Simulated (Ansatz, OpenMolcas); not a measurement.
**A ladder of methods for GaH3 (SMILES [GaH3])**

The species is GaH3 (4 atoms), meant as a singlet with charge 0. As SMILES, `[GaH3]`. The shape is that of a PBE0-D4/def2-TZVP optimisation.

Each level gives the electronic atomisation energy (eV). The values are calculated. Electronic energies at fixed atoms, without zero-point motion or spin-orbit coupling.

```csv
level,kind,program,value (eV),CPU time (all runs)
HF/def2-TZVPPD,Hartree–Fock,Ansatz,6.56,2 s
PBE/def2-TZVPPD,GGA,OpenMolcas,8.24,45 s
TPSS/def2-TZVPPD,meta-GGA,OpenMolcas,8.87,56 s
B3LYP/def2-TZVPPD,global hybrid,OpenMolcas,8.47,41 s
CAM-B3LYP/def2-TZVPPD,range-separated hybrid,Ansatz,8.62,5.3 s
B2PLYP/def2-TZVPPD,double hybrid,Ansatz,8.49,5.8 s
MP2/def2-TZVPPD,perturbation theory,Ansatz,8.39,2.5 s
CCSD/def2-TZVPPD,coupled cluster or CI,Ansatz,8.63,10 s
```

All-electron rows without a relativistic Hamiltonian named are non-relativistic. The values span 6.56 to 8.87 eV. In the correlated wave-function rows the outer d shell of Ga is correlated, in sets not made for it. In so small a basis fixed costs decide the times, and correlated methods can beat functionals. CPU times are rough (shared hosts, several kinds of processor and program).
